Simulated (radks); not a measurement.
Values are calculated unless marked as measured or tabulated.
Q: The oxygen anion O2-, [Ne], held by a Watson sphere: a shell of charge +2.94 at radius R that stands for the Madelung well of a crystal (potential energy -2.94/R inside, -2.94/r outside, in hartree with lengths in bohr). Code: a radial shooting solver on a logarithmic mesh with Libxc functionals. Model: scalar-relativistic Kohn-Sham, PBEsol, spin-polarised, spherical densities, point nucleus. Response by self-consistent Sternheimer equations with the Hartree and adiabatic LDA kernel, the relativistic mass of each level held fixed and spin-orbit coupling left out. The sphere does not respond.

R (bohr)  e(1s) (eV)  e(2s) (eV)  e(2p) (eV)  <r> 2p (bohr)  sum of <r^2> (bohr^2)  X-ray form factor at sin(theta)/lambda = 0.3 1/angstrom  alpha (bohr^3)
2.14         -515.64     -31.252     -16.961          1.450                  20.28                                                    4.148           10.48
2.27         -515.21     -30.263     -16.086          1.481                  21.15                                                    4.114           11.97
3.81         -510.76     -23.127      -9.289          1.778                  31.44                                                    4.037           48.59
3.9          -510.57     -22.880      -9.036          1.793                  32.07                                                    4.038           52.34

Estimate the row for R = 2.17 bohr.

A: e(1s) (eV) -515.54; e(2s) (eV) -31.016; e(2p) (eV) -16.753; <r> 2p (bohr) 1.457; sum of <r^2> (bohr^2) 20.48; X-ray form factor at sin(theta)/lambda = 0.3 1/angstrom 4.140; alpha (bohr^3) 10.81.
